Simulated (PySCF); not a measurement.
**C9H7: g tensor and hyperfine couplings**

Compound: C9H7 (doublet state).
Cartesian coordinates in Å at the GFN2-xTB level; atoms count from 1:
```xyz
16
C9H7 angstrom
C     -0.6079    2.9480   -0.1948
C      0.0312    1.9377   -0.0536
C      0.8324    0.8060    0.1234
C      2.1529    0.7545    0.3828
C      2.6415   -0.5845    0.5058
C      1.5897   -1.4130    0.3249
C      0.3904   -0.6161    0.0764
C     -0.8316   -1.1214   -0.1330
C     -2.0900   -0.3768   -0.3790
H     -1.1812    3.8168   -0.3232
H      3.6616   -0.8523    0.7072
H      1.5928   -2.4875    0.3515
H     -0.9281   -2.2028   -0.1077
H     -1.8976    0.6660   -0.6125
H     -2.6461   -0.8412   -1.1926
H     -2.7176   -0.4246    0.5129
```

The species is `C#CC1=[C]C=C/C1=C/C` [radical].

The calculation used PySCF 2.14.0, UKS B3LYP, pcH-1 on C H, non-relativistic, mean-field spin-orbit, GIAO. Geometry: GFN2-xTB; no solvent, vibrations or thermal averaging. Couplings are sensitive to structure, and on GFN2-xTB geometries they can be far from those on DFT ones. No stability test was run, so a lower SCF solution isn't excluded.

```
g1, g2, g3      : 2.00161, 2.00211, 2.00264
g_iso           : 2.00212
Form of g       : rhombic: the two nearest values differ by 48 % of g3 − g1
⟨S²⟩            : 0.7692 (exact 0.7500)
Basis functions : 295
```

Isotropic coupling and dipolar principal values T1 to T3, in G; ρ(0) is the spin density at the nucleus (MHz turned into gauss with g_iso; 10 G = 1 mT):

| atom | isotope | a_iso | T1 | T2 | T3 | Mulliken spin population | ρ(0) (bohr⁻³) |
| --- | --- | --- | --- | --- | --- | --- | --- |
| C1 | 13C | -1.6 | -2.6 | 0.6 | 2.0 | -0.06 | -0.0040 |
| C2 | 13C | 8.7 | -1.0 | 0.3 | 0.6 | 0.04 | 0.0217 |
| C3 | 13C | 7.3 | -8.3 | 0.4 | 7.9 | -0.13 | 0.0182 |
| C4 | 13C | 166.6 | -29.5 | -19.6 | 49.1 | 1.06 | 0.4153 |
| C5 | 13C | 12.5 | -4.2 | -1.6 | 5.8 | -0.04 | 0.0311 |
| C6 | 13C | 15.6 | -2.2 | 1.0 | 1.2 | 0.07 | 0.0389 |
| C7 | 13C | 21.9 | -1.9 | -0.9 | 2.8 | 0.07 | 0.0545 |
| C8 | 13C | 1.5 | -2.7 | 0.6 | 2.0 | -0.04 | 0.0037 |
| C9 | 13C | 0.6 | -0.1 | 0.0 | 0.2 | 0.00 | 0.0016 |
| H10 | 1H | 1.6 | -0.3 | -0.2 | 0.5 | 0.00 | 0.0010 |
| H11 | 1H | 5.6 | -2.5 | -2.0 | 4.4 | 0.01 | 0.0035 |
| H12 | 1H | 5.2 | -1.2 | -1.0 | 2.3 | 0.01 | 0.0032 |
| H13 | 1H | 4.6 | -0.5 | -0.4 | 0.9 | 0.01 | 0.0029 |
| H14 | 1H | 0.0 | -0.4 | -0.3 | 0.8 | 0.00 | 0.0000 |
| H15 | 1H | -1.1 | -0.2 | -0.1 | 0.3 | 0.00 | -0.0007 |
| H16 | 1H | -1.9 | -0.2 | -0.2 | 0.4 | 0.00 | -0.0012 |

The Mulliken spin populations are largest on C4 (+1.06), C3 (-0.13), C7 (+0.07) and C6 (+0.07). C4 is the only atom above +0.15.

Axes: g1 points within 11° of the C2–C3 bond.

Under fast tumbling the dipolar parts average out, and these isotropic splittings remain: 1 × 1H (H11, I = 1/2, 2 lines) with 0.56 mT, 1 × 1H (H12, I = 1/2, 2 lines) with 0.52 mT, 1 × 1H (H13, I = 1/2, 2 lines) with 0.46 mT, 1 × 1H (H10, I = 1/2, 2 lines) with 0.16 mT and 3 × 1H (H14/H15/H16, I = 1/2, 4 lines) with 0.10 mT.

Class means assume fast exchange of nuclei equivalent by connectivity; if that motion is slow, each nucleus keeps its own coupling. The three 1H nuclei of mean -2.8 MHz run from -5.3 to 0.0 MHz in the frozen geometry.

The 13C coupling of C4 (466.8 MHz) shows only in satellite lines or after enrichment, since that isotope makes up about 1.07 % of natural carbon.

The spin density at the nucleus, in bohr⁻³, is negative for C1 (-0.0040), for instance. A restricted open-shell determinant has no negative spin density anywhere; here it arises because α and β orbitals differ (spin polarisation).
